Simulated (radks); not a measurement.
Results of a calculation; reference values are marked as such.
Task: All-electron atom: the potassium ion K+ in [Ar] (the NIST ground configuration). Code: a radial shooting solver on a logarithmic mesh with Libxc functionals. Model: non-relativistic Kohn-Sham, LDA (Slater exchange, Perdew-Zunger correlation), spin-unpolarised, spherical densities, point nucleus. Some entries of the table are withheld. Estimate them.

orbital,occ.,eigenvalue (eV),<1/r> (bohr^-1)
1s,2,-3500.579,(1)
2s,2,-355.5676,3.753
2p,6,(2),(3)
3s,2,-41.0276,(4)
3p,6,-24.9831,(5)

Result: 
(1) 1s <1/r> (bohr^-1): 18.50
(2) 2p eigenvalue (eV): -286.0395
(3) 2p <1/r> (bohr^-1): 3.685
(4) 3s <1/r> (bohr^-1): 1.095
(5) 3p <1/r> (bohr^-1): 0.9607
